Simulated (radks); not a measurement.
Values are calculated unless marked as measured or tabulated.
Problem. The mean radii <r> (bohr) of the occupied orbitals of an atom or ion are listed with their occupations. Level of theory: scalar-relativistic Kohn-Sham, BLYP, spin-unpolarised, spherical densities, finite nucleus; Fermi nuclear charge, rms radius of each element as measured or else 0.836 A^(1/3) + 0.57 fm (a radial shooting solver on a logarithmic mesh with Libxc functionals).

orbital  occ.      <r>
1s          2  0.09096
2s          2   0.4441
2p          6   0.4063
3s          1    1.435
3p          4    1.594

Name the element and its charge.

Solution. Z = 17, chlorine, charge +2: Cl2+ in [Ne] 3s1 3p4. The 1s radius gives Z: for a bare nucleus <r> = (2 gamma + 1)/(2Z) with gamma = sqrt(1 - (Z/c)^2), 0.08778 bohr for Z = 17, and screening makes it slightly larger (0.09096 here). The occupations add up to 15, and the charge is Z minus that.
